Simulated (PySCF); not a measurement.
C₈H₇F.
Numbering: `[F:1][C@@:2]12[C@H:3]3[CH:4]=[CH:5][C@@H:6]1[C@@H:7]2[CH:8]=[CH:9]3` (hydrogens: H10 on C3; H11 on C4; H12 on C5; H13 on C6; H14 on C7; H15 on C8; H16 on C9)

Cartesian coordinates in Å at the GFN2-xTB level; atoms count from 1:
```xyz
16
C8H7F angstrom
F      0.029    0.609   -2.488
C      0.037    0.369   -1.153
C     -0.295   -1.021   -0.607
C      0.847   -1.302    0.340
C      1.534   -0.189    0.604
C      1.044    0.930   -0.202
C     -0.477    1.324   -0.124
C     -1.370    0.564    0.750
C     -1.336   -0.736    0.449
H     -0.531   -1.786   -1.341
H      0.975   -2.263    0.804
H      2.343   -0.090    1.305
H      1.705    1.740   -0.469
H     -0.683    2.360   -0.347
H     -1.962    1.025    1.519
H     -1.868   -1.526    0.948
```

The closed-shell SCF was solved with PySCF and density fitting under several settings on one GFN2-xTB geometry (grid level 2 and gas phase unless stated).

| settings | basis functions | SCF cycles | E (Eh) | HOMO (eV) | LUMO (eV) | dipole (D) |
| --- | --- | --- | --- | --- | --- | --- |
| PBE0/pcSseg-1 | 188 | 14 | -408.3092 | -6.68 | -0.11 | 1.60 |
| PBE0/def2-SVPD | 239 | 14 | -408.0828 | -6.70 | -0.20 | 1.74 |
| BHandHLYP/def2-SVPD, IEF-PCM cyclohexane | 239 | 12 | -408.3013 | -7.59 | 0.87 | 2.06 |

Task: Estimate the row for these settings: PBE0/def2-SVP, IEF-PCM dichloromethane.

Result: 
| settings | basis functions | SCF cycles | E (Eh) | HOMO (eV) | LUMO (eV) | dipole (D) |
| --- | --- | --- | --- | --- | --- | --- |
| PBE0/def2-SVP, IEF-PCM dichloromethane | 161 | 13 | -408.0659 | -6.59 | 0.06 | 1.82 |

Task: Over all rows, what range does the HOMO–LUMO gap span?

Result: From 6.50 eV (PBE0/def2-SVPD) to 8.46 eV (BHandHLYP/def2-SVPD, IEF-PCM cyclohexane). The functional of the narrowest has 25 % exact exchange, that of the widest 50 % exact exchange.

Task: And the dipole moment?

Result: From 1.60 D (PBE0/pcSseg-1) to 2.06 D (BHandHLYP/def2-SVPD, IEF-PCM cyclohexane); the largest is 1.29 times the smallest, and the median is 1.78 D.

Task: Compare two rows with the functional PBE0: PBE0/pcSseg-1 and PBE0/def2-SVPD. Which energy is lower, and by how much?

Result: PBE0/pcSseg-1 (188 functions) lies 0.2264 Eh or 142 kcal/mol below PBE0/def2-SVPD (239 functions). The smaller set gives the lower energy; the two sets aren't nested, so the variational bound doesn't order them by size.

Whole jobs, the steps after the SCF included, on one thread of an Arm Neoverse V1, shared host:

```
                                settings                                                                                    work after the SCF  wall time  peak memory
                           PBE0/pcSseg-1    shieldings, ring-centre shieldings, charges and field gradients, density and orbital grids written       34 s     0.84 GiB
                          PBE0/def2-SVPD  6 singlets by full TDDFT, 2 Tamm–Dancoff triplets, polarisability, density and orbital grids written       52 s     0.94 GiB
BHandHLYP/def2-SVPD, IEF-PCM cyclohexane                                     3 singlets by full TDDFT, 5 Tamm–Dancoff triplets, polarisability       44 s      1.0 GiB
  PBE0/def2-SVP, IEF-PCM dichloromethane                                                             12 singlets by full TDDFT, polarisability       31 s     0.87 GiB
```

Cycle counts include a coarse-grid stage where the run had one. The species at its GFN2-xTB geometry (one conformer only).
